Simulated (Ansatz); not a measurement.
Basis-set series for CH4AlFSi (`F[SiH]1[CH2][AlH]1`). Total charge 0; spin multiplicity 1. Geometry: relaxed with PBE0-D4/def2-TZVP.

```csv
functional,basis,functions,energy (Eh),HOMO (eV),LUMO (eV)
PBE0-D4,def2-SVP,84,-671.61752,-6.32,-1.97
PBE0-D4,def2-QZVPP,374,-672.00699,-6.34,-2.02
ωB97M-V,def2-SVP,84,-671.90383,-8.24,-0.21
ωB97M-V,def2-QZVPP,374,-672.29626,-8.30,-0.41
```

Q: Give the rows for def2-TZVPP. (Estimate.)

A: Ansatz gave: 
```tsv
functional	basis	functions	energy (Eh)	HOMO (eV)	LUMO (eV)
PBE0-D4	def2-TZVPP	202	-671.98182	-6.33	-2.00
ωB97M-V	def2-TZVPP	202	-672.27237	-8.29	-0.30
```
